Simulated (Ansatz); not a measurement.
Ansatz results at the PBE0-D4/def2-TZVP geometry: size of the dipole moment (ωB97M-V/def2-TZVPP) 1.54 D; HOMO–LUMO gap (ωB97M-V/def2-TZVPP) 10.92 eV; LUMO energy (PBE0/def2-TZVPP) 0.93 eV.

Each molecule was computed in one conformer, which needn't be the lowest.

**Question.** Which molecule gave them?
A. `[O+]#[Si-]`
B. `CCCSCCC`
C. `CC(C)(C)C(N)=O`
D. `FC(F)C(Cl)Cl`

**Answer.** B. The others give `CC(C)(C)C(N)=O`: 3.62, 11.68, 0.67; `[O+]#[Si-]`: 3.24, 11.12, -1.94; `FC(F)C(Cl)Cl`: 0.36, 13.35, -0.27.
